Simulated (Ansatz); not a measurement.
Molecule: H2S2, charge 0, multiplicity 1. SMILES: SS
Geometry from a B3LYP-D3(BJ)/def2-TZVP (Ansatz, a program for electronic structure) optimisation:
```
S
H 1 1.3476
S 1 2.0719 2 98.52
H 3 1.3476 1 98.52 2 -90.39
```

Computed values are from Ansatz. Valence correlation only, unless marked. UHF or UKS for open shells. Spin-orbit coupling is left out. No relativistic terms. CBS marks a two-point X^-3 extrapolation of the correlation energy; Hartree-Fock from the larger set. The bracket is a focal-point correction in the basis named.

```
Item                                                                                                                         Value
-------------------------------------------  -------------------------------------------------------------------------------------
atomisation energy De                                                       242.3 kcal/mol at CCSD(T)/CBS(def2-TZVPPD,def2-QZVPPD)
vertical ionisation energy (to the doublet)  10.18 eV at RI-MP2/CBS(aug-cc-pV(T+d)Z,aug-cc-pV(Q+d)Z)+[CCSD(T)-MP2]/aug-cc-pV(T+d)Z
vertical triplet-singlet gap                  4.30 eV at RI-MP2/CBS(aug-cc-pV(T+d)Z,aug-cc-pV(Q+d)Z)+[CCSD(T)-MP2]/aug-cc-pV(T+d)Z
total energy                                                                  -796.7386 Eh at CCSD(T)/CBS(def2-TZVPPD,def2-QZVPPD)
dipole moment                                                                                    1.14 D at CCSD(T)/aug-cc-pV(D+d)Z
T1 diagnostic                                                                                            0.012 at CCSD/def2-QZVPPD
```
